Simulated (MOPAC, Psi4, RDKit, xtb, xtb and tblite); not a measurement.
Two geometries of SMILES B[SiH2][SiH2]SC (CH₉BSSi₂), relaxed at GFN2-xTB with one dihedral held; other torsions can differ between them too.

Structure A

```
14

B      2.3007     0.9075     1.4451
Si     0.7075    -0.1291     1.8253
Si     0.0754    -1.2796    -0.1162
S      0.7128    -3.3390    -0.0692
C     -0.3085    -3.9508     1.3057
H      2.2229     1.9643     0.9467
H      3.3770     0.4911     1.6384
H      0.8075    -1.1184     2.9203
H     -0.5013     0.6281     2.2069
H      0.7056    -0.8401    -1.3566
H     -1.3676    -1.3471    -0.3647
H     -0.0753    -3.3998     2.2117
H     -1.3591    -3.8411     1.0543
H     -0.0668    -5.0004     1.4355
```

Structure B

```
14

B     -1.6095     0.3076     3.3014
Si    -0.7635    -1.2291     2.4465
Si    -0.3301    -0.8704     0.1710
S     -0.9998     1.1176    -0.3890
C     -2.5219     1.2271     0.5779
H     -2.7173     0.2756     3.6873
H     -0.9838     1.2642     3.5657
H      0.5470    -1.6198     2.9980
H     -1.5233    -2.4954     2.4624
H     -1.0674    -1.7543    -0.7382
H      1.0414    -0.8175    -0.3190
H     -3.2197     0.4494     0.2792
H     -2.2861     1.1238     1.6483
H     -2.9555     2.2060     0.3975
```

Question: Which is lower in energy at the level wB97X-D/def2-TZVP // GFN2-xTB (Psi4), and by how much?

Answer: A is lower, by 7.37 kJ/mol (dihedral B1–Si2–Si3–S4: 100° in A, 0° in B).

E(B) − E(A) in kJ/mol at the other levels, on the same two geometries: GFN2-xTB (xtb and tblite) -5.28; UFF // GFN2-xTB (RDKit) 299.07; PM6, restricted, heats of formation // GFN2-xTB (MOPAC) 7.94; AM1, restricted, heats of formation // GFN2-xTB (MOPAC) 6.90; GFN1-xTB // GFN2-xTB (xtb) 4.25.
